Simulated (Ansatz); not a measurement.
`C=CN([SiH2]Cl)[SiH2]Cl` + HCl → dichlorosilane + `C=CN[SiH2]Cl`  (ligand exchange at the Si–N bond)

Isolated molecules relaxed with PBE0-D4/def2-TZVP in Ansatz; ΔE leaves out vibrations. CCSD(T)/CBS adds triple-zeta CCSD(T) − MP2 to the extrapolated MP2 energy (def2 sets, frozen cores). This one scheme is used for every species. DFT in def2-TZVPP. HSE06 is defined as in plane-wave codes. One conformer a species, not always the lowest.

```json
{"level": "LDA (SPW92)", "ΔE (kcal/mol)": "-9.8", "difference from CCSD(T)/CBS": "-1.0"}
{"level": "revPBE-D4", "ΔE (kcal/mol)": "-9.4", "difference from CCSD(T)/CBS": "-0.6"}
{"level": "r2SCAN0-D4", "ΔE (kcal/mol)": "-10.9", "difference from CCSD(T)/CBS": "-2.1"}
{"level": "B2PLYP", "ΔE (kcal/mol)": "-11.5", "difference from CCSD(T)/CBS": "-2.7"}
{"level": "PBE-QIDH", "ΔE (kcal/mol)": "-10.6", "difference from CCSD(T)/CBS": "-1.8"}
{"level": "HSE06", "ΔE (kcal/mol)": "-13.1", "difference from CCSD(T)/CBS": "-4.3"}
{"level": "CAM-B3LYP", "ΔE (kcal/mol)": "-12.5", "difference from CCSD(T)/CBS": "-3.7"}
{"level": "RPA@PBE/def2-TZVPP", "ΔE (kcal/mol)": "-7.2", "difference from CCSD(T)/CBS": "1.6"}
{"level": "HF/def2-SVP", "ΔE (kcal/mol)": "-13.4", "difference from CCSD(T)/CBS": "-4.6"}
{"level": "CCSD(T)/def2-SVP", "ΔE (kcal/mol)": "-7.7", "difference from CCSD(T)/CBS": "1.1"}
{"level": "SCS-MP2/def2-TZVPP", "ΔE (kcal/mol)": "-8.7", "difference from CCSD(T)/CBS": "0.1"}
{"level": "CCSD/def2-TZVPP", "ΔE (kcal/mol)": "-8.7", "difference from CCSD(T)/CBS": "0.1"}
{"level": "CCSD(T)/def2-TZVPP", "ΔE (kcal/mol)": "-7.9", "difference from CCSD(T)/CBS": "0.9"}
{"level": "HF/def2-QZVPP", "ΔE (kcal/mol)": "-14.2", "difference from CCSD(T)/CBS": "-5.4"}
{"level": "HF/CBS(def2)", "ΔE (kcal/mol)": "-14.2", "difference from CCSD(T)/CBS": "-5.4"}
{"level": "CCSD/CBS(def2)", "ΔE (kcal/mol)": "-9.7", "difference from CCSD(T)/CBS": "-0.9"}
{"level": "CCSD(T)/CBS", "ΔE (kcal/mol)": "-8.8", "difference from CCSD(T)/CBS": "0"}
```

Largest T1 diagnostic among the species: 0.011.

In def2-TZVPP, CCSD(T) changes the Hartree–Fock value by +6.4 kcal/mol (the triples alone add +0.8 kcal/mol) and MP2 by +6.3 kcal/mol. The D4 term adds +4.4 kcal/mol with B3LYP and +2.5 kcal/mol with PBE0; it sums over pairs of atoms, weighted by their polarisabilities, and B3LYP, whose exchange is more repulsive, gets the larger term. From BLYP to BHLYP (50 % exact exchange), in def2-TZVPP and without D4, ΔE moves by +1.4 kcal/mol.

B3LYP here is the variant with VWN-RPA as its local correlation; programs differ in this.
